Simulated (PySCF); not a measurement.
FH8NSi3, SMILES N[SiH2][SiH2][SiH2]F. Geometry: PBE0-D3(BJ)/def2-SVP. The structure was generated by enumeration, and PubChem lists no compound with its InChIKey, so it may never have been made. Other conformers were not sampled.

Computed equilibrium geometry at PBE0-D3(BJ)/def2-SVP (PySCF confirms it by a frequency run) as bond lengths and angles (one conformer of several):
Atoms: Si1 F2 Si3 Si4 N5 H6 H7 H8 H9 H10 H11 H12 H13. Bonded distances (Å): Si1–F2 1.636, Si1–Si3 2.345, Si1–H6 1.492, Si1–H7 1.491, Si3–Si4 2.344, Si3–H8 1.496, Si3–H9 1.497, Si4–N5 1.748, Si4–H10 1.502, Si4–H11 1.495, N5–H12 1.015, N5–H13 1.016. Bond angles (°): F2–Si1–Si3 110.9, F2–Si1–H6 107.0, F2–Si1–H7 107.3, Si3–Si1–H6 110.9, Si3–Si1–H7 110.6, H6–Si1–H7 110.2, Si1–Si3–Si4 99.4, Si1–Si3–H8 111.9, Si1–Si3–H9 110.6, Si4–Si3–H8 112.9, Si4–Si3–H9 112.8, H8–Si3–H9 108.9, Si3–Si4–N5 102.7, Si3–Si4–H10 114.2, Si3–Si4–H11 109.3, N5–Si4–H10 116.4, N5–Si4–H11 106.4, H10–Si4–H11 107.4, Si4–N5–H12 118.6, Si4–N5–H13 118.7, H12–N5–H13 109.7.
Charge 0, spin multiplicity 1.
